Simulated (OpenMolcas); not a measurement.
# Lines of Se2+: computed and rescaled rates

```json
{"Program": "OpenMolcas", "Method": "MS-RASPT2, IPEA 0.25 Eh, imaginary shift 0.1 Eh (closed shells correlated: 3d)", "Basis": "ANO-RCC [9s8p6d4f2g]", "Scalar Hamiltonian": "DKH2, point nucleus", "Active space": "4 electrons in 9 orbitals (RAS2 4s 4p; RAS3 4d, at most 2 electrons)", "State averaging": "2S+1 = 3 even, 6 roots; 2S+1 = 1 even, 12 roots; 2S+1 = 5 odd, 1 root; 2S+1 = 3 odd, 8 roots; 2S+1 = 1 odd, 8 roots", "Spin-orbit coupling": "RASSI with atomic mean-field integrals over the reference wave functions, term energies averaged over their components"}
```

Rates come from the transition moments of the reference wave functions (E1 and E2 in the length form). At fixed line strength A goes as λ^-3 for E1 and M1 and as λ^-5 for E2, so a rate at the computed wavelength can be rescaled to the measured one. Measured vacuum wavelengths follow from level energies in Moore, Atomic Energy Levels, vol. II, NSRDS-NBS 35 (1971 reprint of NBS Circular 467, 1952). Branching counts decays inside the model space alone, at computed energies, and the table is only a selection of the M1 lines, drawn from those between levels with measured partners whose computed energy lies within a factor of 1.5 of the measured one.

```
      Upper        Lower  Type  λ computed (nm)  λ measured (nm)  A computed (s-1)  A rescaled (s-1)  Branching %
4s2 4p2 1D2  4s2 4p2 3P2    M1             1066             1100          9.98e-01                           61.6
4s2 4p2 1D2  4s2 4p2 3P1    M1            877.7            885.7          6.15e-01                           37.9
4s2 4p2 3P2  4s2 4p2 3P1    M1             4968             4554          1.07e-01          1.39e-01         99.9
4s2 4p2 3P1  4s2 4p2 3P0    M1             6515             5744          6.44e-02          9.40e-02        100.0
```

Spin-changing lines and M1 lines between different terms are not rescaled, since their strength hangs on the term gaps too.

The largest correction is for 4s2 4p2 3P1 → 4s2 4p2 3P0 (M1): 6.44e-02 × (6515 / 5744)^3 = 9.40e-02 s-1, a factor of 1.46.

No measured rate stands beside these. Rescaling mends the energy factor alone: line strengths can still be far off where a level mixes with configurations outside the active space, and weak or spin-changing lines hang on small mixing coefficients that depend on the term gaps too, so rescaling need not improve them.

Term energies are means over components that CASPT2 splits; among the terms shown or strongly mixed into the levels shown the widest spread is 15 cm-1 (4s2 4p2 1D). The run also gave levels led by 4s 4p2 4d, 4s2 4p 4d, which use shells meant for correlation; these and all levels above them are left out. Computed and measured levels are paired by configuration, term and J; levels that our copy of the source lacks, or whose pairing is in doubt (as where it misses far off the trend of its configuration), stay unpaired. Levels of configurations outside the active space are missing.
